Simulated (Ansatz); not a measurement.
The same path of CH₅GaO (8 atoms, charge 0, multiplicity 1) was run twice with different band settings. Lost on the way: Ga1–H2, Ga1–C3. Made: H2–C3.

Theory: RKS PBE/def2-SVP in Ansatz.

Relaxed end points:

```xyz
8
Properties=species:S:1:pos:R:3
Ga 0.290 -0.275 0.550
H -0.292 -0.665 1.970
C 2.144 0.082 0.003
H 2.771 -0.821 0.149
H 2.176 0.372 -1.065
H 2.584 0.895 0.614
O -0.899 -0.127 -0.810
H -1.815 -0.308 -0.531
```

```xyz
8
Properties=species:S:1:pos:R:3
Ga -2.801 0.420 -0.388
H 2.426 -0.091 1.605
C 2.322 0.008 0.508
H 1.249 0.009 0.235
H 2.787 0.958 0.183
H 2.839 -0.837 0.016
O -1.095 -0.235 -0.459
H -0.767 -1.078 -0.820
```

Common settings: movable images 7; climbing image yes; spring 5.0 eV/Å²; optimiser quadratic models (default); force threshold 0.05 eV/Å; iteration limit 60; end points relaxed.

| run | start path |
| --- | --- |
| 1 | through a guess of the saddle point |
| 2 | straight line |

Task: What does each run give, and how far can it be trusted?

Result: Run 1: converged after 49 iterations, highest image 2.808 eV above the first end. The profile has 2 maxima (images 2, 6) with wells between them (image 5): this band takes more than one step, which may be the mechanism or a detour left from its start path. Neighbouring images differ by up to 3.0 eV, so the band resolves the path poorly. A vibrational analysis at the climbing image gives one clearly imaginary mode, 1177i cm⁻¹: a first-order saddle point.
Run 2: converged after 39 iterations, highest image 2.808 eV above the first end. The profile has 2 maxima (images 1, 6) with wells between them (image 5): this band takes more than one step, which may be the mechanism or a detour left from its start path. Neighbouring images differ by up to 2.9 eV, so the band resolves the path poorly. Another band between the same ends (7 images) ends at a top of the same energy, where a vibrational analysis finds 1 clearly imaginary mode.
The orbitals stay closed-shell, which can raise the energy where a bond breaks towards radicals; this wasn't checked here.
